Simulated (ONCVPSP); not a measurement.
**Cutoff test, Ag, ONCV**

silver (Ag), optimised norm-conserving Vanderbilt (ONCV), made with ONCVPSP 4.0.1 (PBE, scalar-relativistic). Core [Kr], reference 4d10 5s1. Waves: 5s: rc 2.15 bohr, ncon 4, nbas 7, qcut 2.9 1/bohr, 2 projectors, debl 2.3 Ha; p scattering state at 0.37 Ha: rc 2.10 bohr, ncon 4, nbas 7, qcut 3.3 1/bohr, 2 projectors, debl 3 Ha; 4d: rc 1.50 bohr, ncon 4, nbas 8, qcut 11.6 1/bohr, 2 projectors, debl 3.5 Ha. Local part: polynomial inside 1.25 bohr (lpopt 5, dvloc0 0 Ha). Core correction: Teter function, fcfact 5.75, rcfact 1.65.

**Question.** For each optimised wave give the share of its norm inside rc, the residual kinetic energy above qcut (Ha) and the cutoffs (Ha) for errors of 10, 1, 0.1 and 0.01 mHa per electron.

**Answer.**

| wave | norm inside rc | residual KE | 10 mHa | 1 mHa | 0.1 mHa | 0.01 mHa |
| --- | --- | --- | --- | --- | --- | --- |
| 5s | 0.209 | 6.9e-04 | 2.5 | 4.0 | 8.8 | 17.8 |
| s projector 2 | 0.129 | 4.7e-02 | 6.2 | 26.7 | 37.1 | 48.0 |
| p projector 1 | 0.086 | 8.0e-04 | 1.1 | 4.3 | 29.7 | 36.0 |
| p projector 2 | 0.143 | 1.3e-01 | 38.0 | 46.6 | 61.2 | 90.6 |
| 4d | 0.644 | 1.0e-08 | 27.2 | 36.1 | 44.0 | 50.8 |
| d projector 2 | 0.097 | 8.6e-09 | 27.2 | 36.5 | 44.8 | 51.8 |

The occupied waves need 36 Ha and 44 Ha for 1 and 0.1 mHa. Note: ghosts flagged at negative energy: s at -80.8 eV; GHOST(+) flagged for p at 56.3 eV. A true bound ghost makes a file unfit for plane-wave use. Its largest configuration-test error is -653 meV.
